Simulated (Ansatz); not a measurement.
`C[Si](N)(N)[SiH3]` + `CCSS` → `CCSS[SiH3]` + `C[SiH](N)N`  (cleavage of the Si–Si bond)

Computed with Ansatz on PBE0-D4/def2-TZVP structures; ΔE is electronic, products minus reactants. CCSD(T)/CBS is the MP2 limit (def2-TZVPP, def2-QZVPP) plus CCSD(T) − MP2 in def2-TZVPP, frozen cores. Functionals use def2-TZVPP. Each species was taken in one conformer, which may not be the lowest.

`C[Si](N)(N)[SiH3]`:

```xyz
15

C    -1.523   -1.007   -0.258
Si    0.147   -0.262    0.142
N     0.336   -0.451    1.843
N     1.520   -1.007   -0.571
Si    0.202    1.965   -0.631
H    -2.333   -0.467    0.241
H    -1.563   -2.053    0.060
H    -1.714   -0.972   -1.333
H     1.160   -0.094    2.300
H    -0.467   -0.401    2.448
H     1.837   -0.752   -1.490
H     1.769   -1.956   -0.337
H    -1.043    2.690   -0.245
H     0.321    2.054   -2.117
H     1.353    2.714   -0.050
```

`CCSS`:

```xyz
10

C     0.815    0.755    0.096
C     0.552   -0.732    0.161
S    -0.824   -1.294   -0.877
S    -2.458   -0.474    0.024
H     1.674    1.019    0.719
H     1.020    1.074   -0.927
H    -0.047    1.315    0.465
H     1.402   -1.305   -0.225
H     0.368   -1.067    1.184
H    -2.500    0.709   -0.621
```

`CCSS[SiH3]`:

Z-matrix (Å, degrees):
```
C
C 1 1.512
H 1 1.092 2 110.7
H 1 1.093 2 110.3 3 -119.4
H 1 1.091 2 111.1 3 120.3
S 2 1.811 1 114.3 3 -61.6
H 2 1.095 1 111.4 3 -177.8
H 2 1.092 1 111.9 3 62.0
S 6 2.061 2 102.5 1 65.7
Si 9 2.140 6 95.8 2 91.1
H 10 1.483 9 110.4 6 62.6
H 10 1.487 9 106.9 6 -177.5
H 10 1.485 9 110.0 6 -58.5
```

`C[SiH](N)N`:

Z-matrix (Å, degrees):
```
C
Si 1 1.868
H 1 1.093 2 111.2
H 1 1.093 2 110.4 3 -120.0
H 1 1.094 2 111.4 3 120.6
N 2 1.714 1 117.3 3 59.8
N 2 1.717 1 105.8 3 -59.0
H 2 1.496 1 108.0 3 175.8
H 6 1.006 2 120.8 1 91.3
H 6 1.007 2 121.8 1 -61.1
H 7 1.007 2 120.3 1 179.7
H 7 1.006 2 120.7 1 -33.2
```

```csv
level,ΔE (kJ/mol),difference from CCSD(T)/CBS
PBE-D4,-52.3,14.4
PBE0-D4,-56.8,9.9
r2SCAN,-61.2,5.5
PBE0,-56.9,9.8
HF/def2-TZVPP,-72.5,-5.8
MP2/def2-TZVPP,-74.4,-7.7
HF/def2-QZVPP,-72.8,-6.1
HF/CBS(def2),-72.8,-6.1
MP2/CBS(def2),-77.4,-10.7
CCSD/CBS(def2),-66.8,-0.1
CCSD(T)/CBS,-66.7,0
```

Largest T1 diagnostic among the species: 0.011.

From PBE to PBE0 (25 % exact exchange), in def2-TZVPP and without D4, ΔE moves by −4.8 kJ/mol.
